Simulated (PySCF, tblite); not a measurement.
Isomers of C2H12O2SSi4, one GFN2-xTB conformer each. Single-point energies are computed at PBE0/pcSseg-1 (PySCF, gas phase, no added dispersion term), electronic only.

Task: Rank them by PBE0/pcSseg-1 energy, lowest first (kcal/mol).
A. `[CH3:1][S:2][SiH2:3][Si@H:4]([SiH2:5][SiH3:6])[C:7](=[O:8])[OH:9]` with C1–S2–Si3–Si4 -57°, S2–Si3–Si4–Si5 -40°, Si3–Si4–Si5–Si6 -94°, Si3–Si4–C7–O8 -104°, Si4–C7–O9–H -179°
B. `[O:1]=[CH:2][O:3][SiH2:4][C:5]([SiH3:6])([SiH3:7])[S:8][SiH3:9]` with O1–C2–O3–Si4 0°, C2–O3–Si4–C5 179°, O3–Si4–C5–Si6 66°, Si4–C5–S8–Si9 77°

Result: B (0.0), A (8.7).

As drawn, the lower has an Si–O bond, which the higher lacks; the higher has an O–H bond and an Si–Si bond, which the lower lacks. GFN2-xTB itself gives, in the same order: 0.0, 49.8. Both levels put the same isomer lowest.

Task: Which frontier levels, dipoles and rotational constants go with these structures?

Result: 
```json
{"SMILES": "O=CO[SiH2]C([SiH3])([SiH3])S[SiH3]", "HOMO (eV, PBE0/pcSseg-1)": "-7.15", "LUMO (eV)": "-0.48", "dipole (D)": "2.07", "A, B, C (MHz)": "951.5, 486.0, 418.7"}
{"SMILES": "CS[SiH2][Si@H]([SiH2][SiH3])C(=O)O", "HOMO (eV, PBE0/pcSseg-1)": "-6.81", "LUMO (eV)": "-1.32", "dipole (D)": "0.88", "A, B, C (MHz)": "873.2, 449.0, 351.9"}
```

Task: What happens when harmonic zero-point energies from GFN2-xTB frequencies are added?

Result: 
| SMILES | ZPE (kcal/mol) | electronic (kcal/mol) | with ZPE (kcal/mol) |
| --- | --- | --- | --- |
| O=CO[SiH2]C([SiH3])([SiH3])S[SiH3] | 75.6 | 0.0 | 0.0 |
| CS[SiH2][Si@H]([SiH2][SiH3])C(=O)O | 79.4 | 8.7 | 12.4 |

The zero-point energies span 3.8 kcal/mol. The order is unchanged.
